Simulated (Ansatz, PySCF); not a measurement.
Pair of molecules: CH4 (SMILES C) (first 5 atoms) with SO2 (SMILES O=S=O); geometry from B3LYP-D3(BJ)/def2-TZVP, rigid monomers moved along the line of their centres of mass till C1···S7 is 3.10 Å.
(charge 0, multiplicity 1):
```xyz
8

C     -0.008     0.060    -0.057
H     -0.096     1.054     0.378
H     -0.790    -0.586     0.339
H     -0.110     0.129    -1.139
H      0.971    -0.359     0.179
O      0.158     1.223     3.129
S      0.399    -0.190     3.007
O     -0.720    -1.092     3.059
```

Interaction energies are E(AB) − E(A) − E(B) at the monomers' geometry in the complex; basis-set methods are counterpoise corrected. Rows marked so take none.

Correlated levels freeze the cores. Rows in 3-21G, 6-31G* carry no dispersion term and start afresh at each structure (6-31G* with six Cartesian d functions).

The values were computed with Ansatz (Gaussian basis) for Hartree–Fock, density functionals and correlated methods; PySCF for 3-21G rows, 6-31G* rows. 

Q: Give the interaction energy at the level SCS-MP2/aug-cc-pV(D+d)Z.

A: 1.1 kcal/mol

Q: Predict the interaction energy from B3LYP/3-21G (no counterpoise).

A: -1.2 kcal/mol

Q: Give the interaction energy at the level HF/6-31G*.

A: 2.8 kcal/mol

Ansatz is a first-principles code.
